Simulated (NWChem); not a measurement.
Everything below was run with NWChem. System: CH3AlF2, charge 0, spin multiplicity 1, at a geometry optimised with PBE0/def2-SVP. The structure started from a generated list of species. Level: constrained PBE/def2-SVP.

Input file:

```
start mol
memory heap 200 mb stack 900 mb global 1100 mb
geometry units angstroms nocenter noautoz noautosym
  Al     0.048746     0.042326     0.000924
  C     -1.477676    -1.132431    -0.054661
  H     -1.268985    -2.007437    -0.691494
  H     -2.373052    -0.627935    -0.446915
  H     -1.709688    -1.517943     0.951221
  F     -0.005484     1.608650    -0.543296
  F      1.514826    -0.453355     0.599201
end
basis spherical
  * library def2-svp
end
dft
  xc xpbe96 cpbe96
  semidirect memsize 60000000 filesize 0
  iterations 100
  convergence nolevelshifting
  cdft 2 2 charge 0.6 pop lowdin
end
task dft energy
```

Part of the output:

```
             Northwest Computational Chemistry Package (NWChem) 7.3.0
             --------------------------------------------------------

                                NWChem Input Module
                                -------------------

 Scaling coordinates for geometry "geometry" by  1.889725989
 (inverse scale =  0.529177249)

                             Geometry "geometry" -> ""
                             -------------------------

 Output coordinates in angstroms (scale by  1.889725989 to convert to a.u.)

  No.       Tag          Charge          X              Y              Z
 ---- ---------------- ---------- -------------- -------------- --------------
    1 Al                  13.0000     0.04874600     0.04232600     0.00092400
    2 C                    6.0000    -1.47767600    -1.13243100    -0.05466100
    3 H                    1.0000    -1.26898500    -2.00743700    -0.69149400
    4 H                    1.0000    -2.37305200    -0.62793500    -0.44691500
    5 H                    1.0000    -1.70968800    -1.51794300     0.95122100
    6 F                    9.0000    -0.00548400     1.60865000    -0.54329600
    7 F                    9.0000     1.51482600    -0.45335500     0.59920100

 Effective nuclear repulsion energy (a.u.)     155.0782870506

            Nuclear Dipole moment (a.u.)
            ----------------------------
        X                 Y               Z
 ---------------- ---------------- ----------------
    -0.0000094486    -0.0000151178     0.0000056692


 Summary of "ao basis" -> "" (spherical)
 ------------------------------------------------------------------------------
       Tag                 Description            Shells   Functions and Types
 ---------------- ------------------------------  ------  ---------------------
 *                          def2-svp                  on all atoms

  pbe96 is a nonlocal functional; adding pw91lda local functional.

                                 NWChem DFT Module
                                 -----------------

 Summary of "ao basis" -> "ao basis" (spherical)
 ------------------------------------------------------------------------------
[...]
 Vector   22  Occ=0.000000D+00  E=-2.517586D-02
              MO Center= -1.9D-02, -3.7D-02, -3.2D-02, r^2= 4.8D+00
   Bfn.  Coefficient  Atom+Function         Bfn.  Coefficient  Atom+Function
  ----- ------------  ---------------      ----- ------------  ---------------
     4      1.230887  1 Al s                 21     -0.704921  2 C  s
    50     -0.242894  6 F  s                 64     -0.234197  7 F  s
    34      0.182522  3 H  s                 44      0.181116  5 H  s
    20     -0.175278  2 C  s                 25     -0.174776  2 C  px
    22     -0.164617  2 C  px                 2      0.139417  1 Al s

 Vector   23  Occ=0.000000D+00  E= 5.386000D-02
              MO Center= -2.4D-01, -2.3D-01,  4.6D-03, r^2= 4.8D+00
   Bfn.  Coefficient  Atom+Function         Bfn.  Coefficient  Atom+Function
  ----- ------------  ---------------      ----- ------------  ---------------
    12      0.780877  1 Al py                11     -0.606310  1 Al px
    39     -0.529045  4 H  s                 13     -0.441291  1 Al pz
    64      0.334460  7 F  s                 50     -0.311177  6 F  s
    44      0.214009  5 H  s                 34      0.178806  3 H  s
    38     -0.175186  4 H  s                 18      0.159165  1 Al d  2

     ---------------------------------------------
      Total Density - Mulliken Population Analysis
     ---------------------------------------------

    Atom       Charge   Shell Charges
 -----------   ------   -------------------------------------------------------
    1 Al  13    13.08   2.00  1.98  1.04  0.22  5.91  0.95  0.54  0.43
    2 C    6     3.32   1.98  0.90 -0.72  1.80 -0.62 -0.01
    3 H    1     1.63   0.94  0.63  0.05
    4 H    1     1.63   0.95  0.63  0.05
    5 H    1     1.63   0.94  0.63  0.05
    6 F    9     9.35   1.99  1.12  0.80  3.34  2.10  0.00
    7 F    9     9.36   1.99  1.12  0.80  3.34  2.10  0.00

     -------------------------------------------
      Total Density - Lowdin Population Analysis
     -------------------------------------------

    Atom       Charge   Shell Charges
 -----------   ------   -------------------------------------------------------
    1 Al  13    12.78   2.00  1.94  0.62  0.28  5.80  0.97  0.56  0.61
    2 C    6     5.40   1.96  0.51  0.25  1.60  1.01  0.06
    3 H    1     1.14   0.73  0.36  0.05
    4 H    1     1.14   0.73  0.36  0.05
    5 H    1     1.14   0.73  0.36  0.05
    6 F    9     9.20   1.98  1.01  0.77  3.21  2.23  0.00
    7 F    9     9.20   1.98  1.01  0.77  3.21  2.23  0.00

 center of mass
 --------------
 x =   0.16214924 y =   0.12556449 z =   0.00572696

 moments of inertia (a.u.)
 ------------------
         317.796227534250         -46.958603988742         -66.296933824198
         -46.958603988742         334.169732628962          74.316180794434
         -66.296933824198          74.316180794434         551.553103896397

     Multipole analysis of the density
     ---------------------------------

     L   x y z        total         alpha         beta         nuclear
     -   - - -        -----         -----         ----         -------
     0   0 0 0     -0.000000    -20.000000    -20.000000     40.000000

     1   1 0 0     -1.014632     -0.507311     -0.507311     -0.000009
     1   0 1 0     -0.767993     -0.383989     -0.383989     -0.000015
     1   0 0 1     -0.039849     -0.019927     -0.019927      0.000006

     2   2 0 0    -23.367044    -90.156466    -90.156466    156.945888
     2   1 1 0      1.718635    -17.780880    -17.780880     37.280395
     2   1 0 1     -1.422203    -16.768307    -16.768307     32.114410
     2   0 2 0    -24.481381    -82.921902    -82.921902    141.362424
     2   0 1 1      1.846182     18.267469     18.267469    -34.688757
     2   0 0 2    -21.544439    -24.143298    -24.143298     26.742157

 Task  times  cpu:        5.3s     wall:        5.3s

 Total times  cpu:        5.3s     wall:        5.3s
```
